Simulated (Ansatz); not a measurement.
`CBCF` + PH₃ → `CBP` + `CF` at 298.15 K and 1 bar (ligand exchange at a B–C bond).

Calculated with Ansatz (gas phase, PBE0-D4/def2-TZVP geometries, no zero-point term in ΔE). CBS: MP2 limit from def2 TZ/QZ plus the TZ coupled-cluster correction, frozen cores. This one scheme is used for every species. Each species was taken in one conformer, which may not be the lowest.

```csv
species,CCSD(T)/CBS energy (Eh),H − E (kJ/mol),S (J/(mol·K))
`CBCF`,-204.28650,221.9,308.8
PH₃,-342.72256,73.1,210.2
`CBP`,-407.38441,190.6,297.5
`CF`,-139.63461,113.4,222.6
```

H − E and S are ideal-gas, rigid-rotor, harmonic terms from PBE0-D4/def2-TZVP, for one conformer and one mirror image of each species. 1 Eh = 2625.50 kJ/mol, R = 8.31446 J/(mol·K).

**Question.** By hand: ΔE, ΔH, ΔS and ΔG.

**Answer.** ΔE = (-407.38441) + (-139.63461) − (-204.28650) − (-342.72256) = -0.00996 Eh = -26.1 kJ/mol. Δ(H − E) = 190.6 + 113.4 − 221.9 − 73.1 = 9.0, so ΔH = -17.1 kJ/mol. ΔS = 297.5 + 222.6 − 308.8 − 210.2 = 1.1 J/(mol·K). ΔG = -17.1 − 298.15 × (1.1)/1000 = -17.4 kJ/mol.

**Question.** By hand: the equilibrium constant, and the temperature at which ΔG would vanish if ΔH and ΔS stayed fixed.

**Answer.** log₁₀ K = −ΔG/(RT ln 10) = 3.0. ΔH and −TΔS have one sign here, so there is no such temperature. One of them is within its doubt of zero, so this could turn.

The number of gas molecules stays the same, so ΔS is small and ΔH decides. A doubt of 5 kJ/mol in ΔE shifts log₁₀ K by 0.9 here. Other conformers and mirror images would add mixing entropy, several J/(mol·K) or more a flexible species. These are equilibria of isolated gas molecules and say nothing of rates. Largest T1 diagnostic: 0.015 (customary marks: 0.02 for closed shells, 0.045 for open ones).
